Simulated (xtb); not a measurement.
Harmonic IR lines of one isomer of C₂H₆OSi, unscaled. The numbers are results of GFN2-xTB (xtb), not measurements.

wavenumber (cm⁻¹): 327 (w), 364 (w), 372 (m), 446 (m), 497 (m), 790 (s), 984 (w), 1020 (w), 1122 (s), 1211 (w), 1400 (s), 2342 (vs), 2418 (vs), 2973 (w), 2995 (w), 3049 (w)

Question: Identify which structure gives these lines.
A. `CC(O)=[SiH2]`
B. `O=CC[SiH3]`
C. `COC=[SiH2]`
D. `C1OC[SiH2]1`

Answer: A, `CC(O)=[SiH2]`
